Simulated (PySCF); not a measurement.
B(H)2(SeH) (BH3Se), SMILES [SeH]B.

Geometry optimised at PBE0-D3(BJ)/def2-TZVP.

The numbers are results of CAM-B3LYP/def2-TZVPD (PySCF), not measurements.

Isolated molecule, no solvent.

Estimate the frontier levels, gap, dipole moment and polarisability. (The exact figures need the calculation; the answer reports its results.)


| Item | Value |
|---|---|
| highest occupied level | -9.18 eV |
| lowest empty level | -0.41 eV |
| orbital gap | 8.77 eV |
| dipole moment | 0.63 D |
| quadrupole, principal values (traceless, Buckingham form, about the centre of nuclear charge) | -1.25, -1.08, 2.34 D·Å |
| mean static polarisability | 44.7 bohr³ (6.62 Å³) |
| polarisability, principal values | 36.8, 41.2, 56.1 bohr³ |
